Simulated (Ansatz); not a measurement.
Compare A (`OC1[SiH2]CB1F`) with its isomer B (`BO[SiH](F)C=C`).

Program: Ansatz. Geometries: PBE0-D4/def2-TZVP. ΔE: electronic, gas phase. CCSD(T)/CBS adds triple-zeta CCSD(T) − MP2 to the extrapolated MP2 energy (def2 sets, frozen cores). Functionals use def2-TZVPP. B3LYP here is the variant with VWN-RPA as its local correlation; programs differ in this. One conformer a species, not always the lowest.

(1) Which isomer does CCSD(T)/CBS put lower? Give the gap. (Estimate.)

(2) Give E(B) − E(A) in kcal/mol with CCSD/def2-TZVPP, B3LYP-D4, HF/def2-TZVPP, MP2/def2-TZVPP, CCSD(T)/def2-TZVPP, PBE0-D4, ωB97M-V. (Best estimate.)

Largest T1 diagnostic: 0.013.

Answers

(1) Ansatz gave: B, by 60.1 kcal/mol.

(2) Ansatz gave: CCSD/def2-TZVPP -61.1, B3LYP-D4 -60.2, HF/def2-TZVPP -73.4, MP2/def2-TZVPP -59.4, CCSD(T)/def2-TZVPP -59.6, PBE0-D4 -48.5, ωB97M-V -56.1. None reverses the order clearly.

In def2-TZVPP, CCSD(T) changes the Hartree–Fock value by +13.9 kcal/mol (the triples alone add +1.5 kcal/mol) and MP2 by +14.0 kcal/mol. The D4 term adds +0.8 kcal/mol with B3LYP and +0.3 kcal/mol with PBE0; it sums over pairs of atoms, weighted by their polarisabilities, and B3LYP, whose exchange is more repulsive, gets the larger term.
